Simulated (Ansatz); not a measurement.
The same path of ClHSSn (4 atoms, charge 0, multiplicity 1) was run twice with different band settings. The coordinate that changes most is the dihedral H4–S1–Sn2–Cl3.

Theory: RKS r2SCAN-D4/def2-SVP in Ansatz.

Relaxed end points:

```xyz
4
Properties=species:S:1:pos:R:3
S 0.196 1.504 -0.410
Sn -1.421 -0.349 -0.343
Cl 0.105 -1.952 0.610
H 1.176 0.737 0.123
```

```xyz
4
Properties=species:S:1:pos:R:3
S 0.846 0.965 -0.047
Sn -1.060 -0.579 -0.163
Cl 0.142 -2.431 0.765
H 0.128 1.985 -0.576
```

Common settings: movable images 5; climbing image yes; spring 5.0 eV/Å²; start path IDPP; force threshold 0.05 eV/Å; iteration limit 60; end points relaxed.

| run | optimiser | largest step |
| --- | --- | --- |
| 1 | quadratic models (default) | default |
| 2 | fire | 0.5 Å |

What does each run give, and how far can it be trusted?

Run 1: converged after 6 iterations, highest image 0.406 eV above the first end. A vibrational analysis at the climbing image gives one clearly imaginary mode, 372i cm⁻¹: a first-order saddle point.
Run 2: converged after 31 iterations, highest image 0.406 eV above the first end. Another band between the same ends (5 images) ends at a top of the same energy, where a vibrational analysis finds 1 clearly imaginary mode.
